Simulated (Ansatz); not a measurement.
Total energies of K2Se⁺ from Ansatz at PBE0-D4/def2-TZVP, gas phase (1 Eh = 27.2114 eV = 2625.5 kJ/mol). The reference geometry is relaxed at r2SCAN-D4/def2-TZVP.

Cartesian coordinates in Å:
```
K -2.306 -1.997 0.517
K 2.312 1.992 -0.513
Se -0.005 0.005 -0.004
```

```
           state                        geometry  energy (Eh)
charge 1 doublet                       reference  -3600.68011
charge 0 singlet                       reference  -3600.84102
charge 1 quartet  relaxed at r2SCAN-D4/def2-TZVP  -3600.55361
```

**Question.** Work out the vertical electron affinity, to the singlet.

**Answer.** E(charge 1 doublet) − E(charge 0 singlet) = -3600.68011 − (-3600.84102) = 0.16091 Eh = 4.38 eV.

**Question.** Which of the charge 1 states is lowest, and how far above it are the others?

**Answer.** The doublet. quartet: -3600.55361 − (-3600.68011) = 0.12650 Eh = 332.1 kJ/mol.

The structure comes from a short search, and lower isomers may exist.
